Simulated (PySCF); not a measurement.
C₆ coefficients of unlike pairs at r2SCANh

Calculated with PySCF 2.14 from the dipole response of each species, C₆(A,B) = (3/π) ∫ α_A(iu) α_B(iu) du, in atomic units, from isotropic polarisabilities. For ions this is the dispersion term alone; charge-induced terms of lower order in 1/R come first.

```csv
species,configuration,basis,relativity,α (bohr³),C₆ (like pair)
Ne²⁺,[He] 2s2 2p4 (3P),"aug-cc-pCVTZ-DK with one added diffuse shell each of s, p, d, f type (8s7p5d3f)",spin-free X2C,0.8641,1.106
Cu²⁺,[Ar] 3d9 (2D),aug-cc-pVTZ-PP with ECP10MDF (6s6p5d3f2g),core potential,2.863,7.746
Al,[Ne] 3s2 3p1 (2P),aug-cc-pV(D+d)Z (5s4p3d),none,59.96,560.4
In⁺,[Kr] 4d10 5s2 (1S),aug-cc-pVTZ-PP with ECP28MDF (6s5p4d2f),core potential,24.89,170.8
```

Question: Estimate C₆ for Al with Cu²⁺.

Answer: The integral gives 46.20. The combination rule 2 C_A C_B / (C_A α_B/α_A + C_B α_A/α_B) gives 45.95 and the geometric mean 65.89.

No spin-orbit coupling is included.

The other pairs:

```tsv
pair	C₆
In⁺, Ne²⁺	10.65
Cu²⁺, Ne²⁺	2.897
In⁺, Cu²⁺	31.05
Al, Ne²⁺	15.10
In⁺, Al	296.6
```
